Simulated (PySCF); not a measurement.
**Peak assignment**

Atoms are numbered as in `[CH3:1][O:2][SiH2:3][O:4]/[C:5](=[CH:6]\[F:7])[O:8][CH3:9]`. Each H is labelled by its parent atom.

Gas phase, no relativistic terms, single conformer, one averaged value for each set of equivalent atoms. NMR shieldings at PBE0/pcSseg-1/GIAO; geometry from GFN2-xTB; PySCF.

Chemical shifts δ = σref − σ; 13C, 1H against TMS, all at this level.

**Question.** Assign these signals to the numbered atoms. 13C{1H} NMR (computed): δ 157.9, 130.3, 54.1, 50.8.

**Answer.** 
```tsv
δ (ppm)	atoms	environment	reason
157.9	C5	alkene carbon bearing oxygen	an sp2 carbon further deshielded by the attached heteroatom
130.3	C6	β carbon of an enol-ether or enamine type C=C	–
54.1	C9	methyl carbon bonded to O	deshielded by the electronegative neighbour
50.8	C1	methyl carbon bonded to O	–
```

**Question.** Assign these signals to the numbered atoms. 1H NMR (500 MHz, computed): δ 6.97 (m, 1H), 4.98 (s, 2H), 3.88 (s, 3H), 3.78 (s, 3H).

**Answer.** 
```tsv
δ (ppm)	atoms	environment	reason
6.97	H(C6)	hydrogen on a β carbon of an enol-ether or enamine type C=C	attached to an sp2 carbon and in the plane of the double bond
4.98	H(Si3)	hydrogen on a silicon bonded to 2 O	–
3.88	H(C1)	hydrogen on a methyl carbon bonded to O	its carbon carries O, hence the downfield position
3.78	H(C9)	hydrogen on a methyl carbon bonded to O	–
```

H(C1) and H(C9) lie closer than the usual error of such a calculation, so a measured spectrum could show them in the other order.

Splittings by 19F in the carbon and heteronuclear signals aren't shown, as no couplings were computed. Shifts are as computed. Against solution values, carbons near 30 ppm lie about +3 ppm off and those near 130 ppm about +5 ppm. Of 1309 compounds with measured shifts, 239 miss one by over three times the rms of a fit or turn the order of signals round; such compounds aren't used in these exercises. Multiplicities follow the n + 1 count of equivalent neighbours, as no J values were calculated; m marks all less simple cases, F and P coupling included.
